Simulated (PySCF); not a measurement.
## Bond curve of BrCl

Set-up: basis Br x2c-TZVPPall, Cl x2c-TZVPPall; spin-free X2C with a Gaussian nucleus; PySCF 2.14. Energies in eV from Br + Cl in their ground configurations at the same level. State: ¹Σ⁺ (singlet), closed shell.

All columns are M06-L. A positive dipole means Br(−)Cl(+).

| R (Å) | E (eV) | μ (D) | Mulliken charge on Br (basis-dependent) | HOMO (eV) | LUMO (eV) | Mayer bond order | ⟨S²⟩ |
| --- | --- | --- | --- | --- | --- | --- | --- |
| 1.839 | -1.149 | -0.23 | 0.11 | -6.45 | -1.30 | 1.20 | 0.00 |
| 1.924 | -1.883 | -0.37 | 0.11 | -6.69 | -2.14 | 1.15 | 0.00 |
| 2.010 | -2.278 | -0.50 | 0.12 | -6.91 | -2.92 | 1.11 | 0.00 |
| 2.074 | -2.416 | -0.60 | 0.12 | -7.06 | -3.47 | 1.09 | 0.00 |
| 2.138 | -2.455 | -0.70 | 0.12 | -7.19 | -3.97 | 1.07 | 0.00 |
| 2.202 | -2.422 | -0.79 | 0.12 | -7.32 | -4.44 | 1.05 | 0.00 |
| 2.288 | -2.299 | -0.90 | 0.13 | -7.47 | -5.01 | 1.04 | 0.00 |
| 2.395 | -2.066 | -1.03 | 0.13 | -7.63 | -5.63 | 1.02 | 0.00 |
| 2.523 | -1.731 | -1.15 | 0.12 | -7.79 | -6.26 | 1.01 | 0.00 |
| 2.694 | -1.265 | -1.26 | 0.12 | -7.95 | -6.91 | 1.01 | 0.00 |

A fit through these points gives, at Re = 2.138 Å, μ = -0.70 D and dμ/dR = -1.45 D/Å; the reduced mass is 24.23 u.

Question: How strong is the fundamental in the double-harmonic approximation, I = 42.26·(dμ/dR)²/μred km/mol?

Answer: I = 42.26·(-1.45)²/24.23 = 3.67 km/mol at M06-L.
